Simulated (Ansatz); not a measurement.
An input meant for `FC(F)(F)C(F)(F)C(F)(F)C(F)(F)C(F)(F)C(F)(F)C(F)(F)C(F)(F)C(F)(F)C(F)(F)CC[S][Au]` (charge 0, triplet; scaled by 0.96).

```yaml
crystal:
  periodic: [false, false, false]
  atoms:
    - {symbol: F, position_ang: [5.885593, 1.504278, 0.584224]}
    - {symbol: C, position_ang: [5.944766, 0.878602, -0.539691]}
    - {symbol: F, position_ang: [5.519311, 1.647624, -1.481954]}
    - {symbol: F, position_ang: [7.173678, 0.573812, -0.774457]}
    - {symbol: C, position_ang: [5.140943, -0.386987, -0.479516]}
    - {symbol: F, position_ang: [5.425341, -0.989449, 0.634781]}
    - {symbol: F, position_ang: [5.519246, -1.133222, -1.476303]}
    - {symbol: C, position_ang: [3.639647, -0.288231, -0.601655]}
    - {symbol: F, position_ang: [3.348834, 0.159360, -1.785378]}
    - {symbol: F, position_ang: [3.208301, -1.513101, -0.490468]}
    - {symbol: C, position_ang: [2.939505, 0.552472, 0.416690]}
    - {symbol: F, position_ang: [3.229770, 0.117340, 1.602362]}
    - {symbol: F, position_ang: [3.375474, 1.777121, 0.293771]}
    - {symbol: C, position_ang: [1.434424, 0.665189, 0.291409]}
    - {symbol: F, position_ang: [1.066338, 1.409523, 1.295581]}
    - {symbol: F, position_ang: [1.168442, 1.286806, -0.816800]}
    - {symbol: C, position_ang: [0.639542, -0.612292, 0.328687]}
    - {symbol: F, position_ang: [1.146787, -1.412261, 1.214716]}
    - {symbol: F, position_ang: [0.704238, -1.163255, -0.848134]}
    - {symbol: C, position_ang: [-0.809190, -0.372426, 0.679606]}
    - {symbol: F, position_ang: [-1.208588, 0.702635, 0.051128]}
    - {symbol: F, position_ang: [-0.892518, -0.187047, 1.957009]}
    - {symbol: C, position_ang: [-1.703912, -1.510255, 0.273447]}
    - {symbol: F, position_ang: [-1.844796, -1.475813, -1.023544]}
    - {symbol: F, position_ang: [-1.116720, -2.625527, 0.599806]}
    - {symbol: C, position_ang: [-3.079226, -1.550724, 0.891674]}
    - {symbol: F, position_ang: [-3.687557, -2.556252, 0.315734]}
    - {symbol: F, position_ang: [-2.942522, -1.819714, 2.154086]}
    - {symbol: C, position_ang: [-3.954847, -0.339070, 0.750322]}
    - {symbol: F, position_ang: [-3.403845, 0.608336, 1.467866]}
    - {symbol: F, position_ang: [-5.088643, -0.660703, 1.336255]}
    - {symbol: C, position_ang: [-4.211971, 0.074373, -0.626821]}
    - {symbol: C, position_ang: [-5.242990, 1.105934, -0.790384]}
    - {symbol: S, position_ang: [-4.919769, 2.704398, -0.125151]}
    - {symbol: Au, position_ang: [-2.966847, 3.221590, -0.960603]}
    - {symbol: H, position_ang: [-3.299437, 0.402636, -1.062911]}
    - {symbol: H, position_ang: [-4.516067, -0.800473, -1.153522]}
    - {symbol: H, position_ang: [-6.134614, 0.816459, -0.279472]}
    - {symbol: H, position_ang: [-5.486110, 1.188305, -1.822391]}
basis:
  gaussian: {orbitals: def2-SVP, fitting: {mean_field: def2-universal-jkfit}}
magnetization: {spin_polarized: true, initial_magnetization: 2}
hamiltonian: {xc: {name: HF}}
correlation: {method: mp2, frozen_orbitals: {F: 9}}
scf: {omitted_lower_state_checks: [starts]}
output: {forces: true}
```

```sh
$ ansatz run in.yaml --threads 2 --pin off --events-out ev --progress --plain --max-ram 32768MiB --backend cuda --devices 0, --max-vram 18GiB
```

It prints (some lines left out):

```
Functional definition: HF
Error: "frozen_orbitals" has no count for C
```

Task: Something in this input is off. What?

Result: Frozen orbitals are typed for one element alone, and the program wants a count for each (the count typed has to fit that element's core, too). The input was rejected before any iteration.
